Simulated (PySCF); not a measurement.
Coordinates in bohr (charge 0 multiplicity 1):
```
Rh    0.0000    0.0000   -0.0599
O     0.0000   -3.4834    0.0157
O     3.0167    1.7417    0.0157
O    -3.0167    1.7417    0.0157
H     0.0000   -4.0497    1.7907
H     3.5071    2.0248    1.7907
H    -3.5071    2.0249    1.7907
```

Level of theory: PBE/[Rh def2-SVP with ECP28, O def2-SVP, H def2-SVP], scalar-relativistic core potentials, density fitting, no spin–orbit coupling, PySCF.

This geometry of Rh(OH)₃ is a stationary point at this level.

(1) What is the point group?

(2) Is it a minimum?

(3) Which band is strongest in the infrared?

(4) What are the dipole moment and the gap between the highest occupied and lowest empty levels?

(5) Give the atomic charges and bond orders.

Answers

(1) C3v.

(2) Yes: all harmonic wavenumbers are real.

(3) 884 cm⁻¹ (e), 386 km/mol.

(4) 3.93 D and 1.50 eV.

(5) 
```json
{"atom": "Rh1", "Mulliken": "0.28", "Löwdin": "-0.25", "polar tensor": "0.84", "Mayer order to Rh1": "–"}
{"atom": "O2,3,4", "Mulliken": "-0.31", "Löwdin": "-0.02", "polar tensor": "-0.51", "Mayer order to Rh1": "1.18"}
{"atom": "H5,6,7", "Mulliken": "0.22", "Löwdin": "0.11", "polar tensor": "0.23", "Mayer order to Rh1": "0.02"}
```
Other Mayer orders above 0.3: O–H 0.93 (×3).

Other isomers or separated fragments may lie lower.
